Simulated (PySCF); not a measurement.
PySCF input file for (1E)-1-bromobuta-1,3-diene (C4H5Br), SMILES C(=C)/C=C/Br, SMD-B3LYP/6-31G*. Coordinates come from a B3LYP-D3(BJ)/def2-SVP optimisation. Other conformers were not sampled.

```python
import numpy as np
from pyscf import gto, scf, dft
from pyscf.solvent import smd

mol = gto.M(
    atom='''
    C    -0.36922739    3.67548859    0.00000000
    C     0.38012502    2.56070435    0.00000000
    C    -0.16776692    1.21221473    0.00000000
    C     0.60213529    0.11318517    0.00000000
    Br   -0.09152475   -1.64470372    0.00000000
    H    -1.46251299    3.62613085    0.00000000
    H     0.08534800    4.66872699    0.00000000
    H     1.47306388    2.64635426    0.00000000
    H    -1.25787743    1.10862483    0.00000000
    H     1.69374888    0.14523627    0.00000000
    ''',
    basis='6-31G*',
    charge=0,
    spin=0,
    max_memory=1600,
    verbose=3,
)
mf = dft.RKS(mol, xc='b3lyp').density_fit(auxbasis='def2-universal-jkfit')
mf.grids.level = 3
mf.conv_tol = 1e-9
mf.max_cycle = 100
mf.kernel()
res = {}
for name in ['water', 'methanol', 'N,N-dimethylformamide']:
    s = mf.SMD()
    s.with_solvent.solvent, s.with_solvent.sasa_ng = name, 302
    s.kernel(mf.make_rdm1())
    res[name] = (s.e_tot, s.with_solvent.get_cds(), s.dip_moment(), s.mo_energy, s.converged)
    print(f'SMD {name}: dG(solv) = {(s.e_tot - mf.e_tot) * 627.509474:.3f} kcal/mol, of which CDS {res[name][1] * 627.509474:.3f}')
```

Program output:

```
converged SCF energy = -2729.26255459977
converged SCF energy = -2729.26389999824
Dipole moment(X, Y, Z, Debye):  0.56645,  2.10614,  0.00000
SMD water: dG(solv) = -0.844 kcal/mol, of which CDS 2.937
converged SCF energy = -2729.26962963673
Dipole moment(X, Y, Z, Debye):  0.55989,  2.09380, -0.00000
SMD methanol: dG(solv) = -4.440 kcal/mol, of which CDS -0.779
converged SCF energy = -2729.26955082911
Dipole moment(X, Y, Z, Debye):  0.56125,  2.09641,  0.00000
SMD N,N-dimethylformamide: dG(solv) = -4.390 kcal/mol, of which CDS -0.704
```

The run converged.
